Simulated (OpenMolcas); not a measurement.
**C, Si, Ge, Sn, Pb: ns² np² down the group**

```yaml
Program: OpenMolcas
Method: CASSCF
Basis: ANO-RCC-VTZP
Scalar_Hamiltonian: DKH2, point nucleus
Spin-orbit_coupling: state interaction with AMFI integrals over the reference wave functions, term energies averaged over their components
```

Active space for each ion: 4 electrons in 8 orbitals (s p s p).

Computed levels in cm-1 above ³P₀:

```tsv
Level	C	Si	Ge	Sn	Pb
³P₁	15.0	63.0	466	1359	6178
³P₂	44.8	184	1203	2944	9599
¹D₂	12058	8261	9150	9894	19157
¹S₀	19045	14207	16043	16218	26610
weight of ³P in the lowest level (%)	100	100	100	97	88
```

Mixed levels, with the weight of the term that names them: Pb ³P₂ (72 %), Pb ¹D₂ (72 %).

Measured, with the error of the calculation in %. Measured levels: C, Si, Ge, Sn, Pb from NIST Handbook of Basic Atomic Spectroscopic Data.

```
Level              C            Si            Ge            Sn             Pb
  ³P₁    16.4 (-8.6)  77.1 (-18.3)   557 (-16.3)  1692 (-19.7)   7819 (-21.0)
  ³P₂    43.4 (+3.1)   223 (-17.6)  1410 (-14.6)  3428 (-14.1)   10650 (-9.9)
  ¹D₂  10193 (+18.3)  6299 (+31.1)  7125 (+28.4)  8613 (+14.9)  21458 (-10.7)
  ¹S₀  21648 (-12.0)  15394 (-7.7)  16367 (-2.0)  17162 (-5.5)   29467 (-9.7)
```

The fine-structure level ³P₂ changes by a factor of 214 from C to Pb.

Without spin-orbit coupling ¹D lies 12028, 8136, 8258, 7367, 7313 cm-1 above ³P in that order; the difference to the level ¹D₂, of either sign, comes from spin-orbit coupling, which also lowers the zero.

Without dynamic correlation excited terms often stand tens of per cent too high (terms of higher spin than the ground term too low), and those without a measured partner can miss by more than the paired ones (holds for C; Si; Ge). The run also gave levels led by 2s² 2p 3s, which use shells meant for correlation; these and all levels above them are left out (holds for C). Active for correlation alone: 4p 4s; no level in the range computed is led by a configuration that fills them, so any true level of that kind is missing (holds for Si). Active for correlation alone: 5p 5s; no level in the range computed is led by a configuration that fills them, so any true level of that kind is missing (holds for Ge). Active for correlation alone: 6p 6s; no level in the range computed is led by a configuration that fills them, so any true level of that kind is missing (holds for Sn). Some high roots are left out of the spin-orbit mixing, which shifts the levels that they would mix with (holds for Pb). Active for correlation alone: 7p 7s; no level in the range computed is led by a configuration that fills them, so any true level of that kind is missing (holds for Pb). Measured partners are found by configuration, term and J. A level has none where our copy of the source lacks it or the pairing is in doubt (some pairs that miss far off the trend of their configuration count as doubtful), and it then counts in no deviation. Where the source uses jj or jK labels, the order within each J decides. Only configurations of the active space appear.
